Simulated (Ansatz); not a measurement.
AsH2(tBu) (C4H11As). Total charge 0; triplet. Geometry PBE-D4/def2-SVP, that of the neutral singlet; atoms count from 1.

```xyz
16

As    1.1438    1.5360    0.8108
H     1.3301    2.2220   -0.5592
H    -0.0967    2.4027    1.1143
C     0.0812   -0.0337    0.0732
C    -0.5354   -0.7561    1.2804
C     1.0857   -0.9497   -0.6417
C    -1.0133    0.4246   -0.8960
H    -1.0875   -1.6612    0.9434
H     0.2374   -1.0877    2.0043
H    -1.2571   -0.1106    1.8226
H     1.8982   -1.2834    0.0363
H     1.5530   -0.4474   -1.5139
H     0.5709   -1.8607   -1.0195
H    -0.5910    0.9625   -1.7688
H    -1.7434    1.0979   -0.4030
H    -1.5759   -0.4552   -1.2833
```

At PBE0-D4/def2-TZVP a singlet of charge 0 lies 5.06 eV below the triplet at the same geometry.

Question: Estimate the Mulliken populations from the PBE0/def2-TZVP orbitals of Ansatz.

Answer: 
| atom | charge (e) | spin (α − β) |
| --- | --- | --- |
| As1 | -0.17 | 1.46 |
| H2 | 0.03 | 0.06 |
| H3 | 0.03 | 0.06 |
| C4 | 0.11 | 0.23 |
| C5 | -0.34 | -0.03 |
| C6 | -0.34 | -0.03 |
| C7 | -0.36 | -0.01 |
| H8 | 0.12 | 0.01 |
| H9 | 0.10 | 0.04 |
| H10 | 0.10 | 0.03 |
| H11 | 0.10 | 0.04 |
| H12 | 0.10 | 0.03 |
| H13 | 0.12 | 0.01 |
| H14 | 0.12 | 0.03 |
| H15 | 0.12 | 0.03 |
| H16 | 0.14 | 0.05 |
Mulliken values depend strongly on the basis.

Question: Where does the spin sit?

Answer: Summed by element: As 1.46, H 0.38, C 0.16, of 2 unpaired in all. Largest on single atoms: As1 1.46, C4 0.23, H2 0.06.

Question: And the Mayer bond orders between heavy atoms (over 0.3)?

Answer: C4–C5 1.00 (1.54 Å); C4–C6 1.00 (1.54 Å); C4–C7 1.00 (1.53 Å).
